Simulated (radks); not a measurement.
Radial electron density D(r) = 4 pi r^2 rho(r) of an atom or ion with 23 electrons. Calculated with a radial shooting solver on a logarithmic mesh with Libxc functionals: Dirac Kohn-Sham, BLYP, spin-unpolarised, spherical densities, finite nucleus; Fermi nuclear charge, rms radius of each element as measured or else 0.836 A^(1/3) + 0.57 fm.

```
   r/bohr * D(r) (the largest magnitude, 66.5, reaches the edge; | marks zero)
 0.002272 |  *
 0.002541 |   *
 0.002842 |    *
 0.003179 |     *
 0.003556 |      *
 0.003977 |       *
 0.004449 |        *
 0.004976 |          *
 0.005521 |            *
 0.006176 |              *
 0.006908 |                 *
 0.007726 |                   *
 0.008642 |                      *
 0.009666 |                          *
  0.01081 |                             *
  0.01209 |                                *
  0.01353 |                                   *
  0.01501 |                                      *
  0.01679 |                                        *
  0.01878 |                                          *
    0.021 |                                            *
  0.02349 |                                            *
  0.02628 |                                            *
  0.02939 |                                           *
  0.03287 |                                          *
  0.03677 |                                        *
   0.0408 |                                       *
  0.04563 |                                      *
  0.05104 |                                      *
  0.05709 |                                       *
  0.06386 |                                          *
  0.07142 |                                             *
  0.07989 |                                                 *
  0.08936 |                                                    *
  0.09995 |                                                      *
   0.1109 |                                                      *
    0.124 |                                                   *
   0.1387 |                                              *
   0.1552 |                                        *
   0.1736 |                                  *
   0.1942 |                              *
   0.2172 |                            *
   0.2429 |                            *
   0.2717 |                              *
   0.3015 |                                *
   0.3372 |                                *
   0.3771 |                              *
   0.4218 |                          *
   0.4718 |                   *
   0.5278 |             *
   0.5903 |       *
   0.6603 |   *
   0.7385 | *
   0.8195 |*
   0.9166 *
    1.025 *
    1.147 *
    1.283 *
```

What is the nuclear charge?

Answer. Z = 43. The innermost maximum, from 1s, lies near gamma/Z bohr with gamma = sqrt(1 - (Z/c)^2) = 0.949, here 0.0221 bohr (found: 0.0243), and its height grows with Z. The density is that of the technetium ion Tc20+ in [Ar] 3d5; the configuration itself is not fixed sharply by these data, and Z only to a few units. D(r) has 3 maxima, at r = 0.0243, 0.104, 0.324 bohr, and minima at 0.0483, 0.224 bohr, inside which lie 2.05, 11.07 electrons.
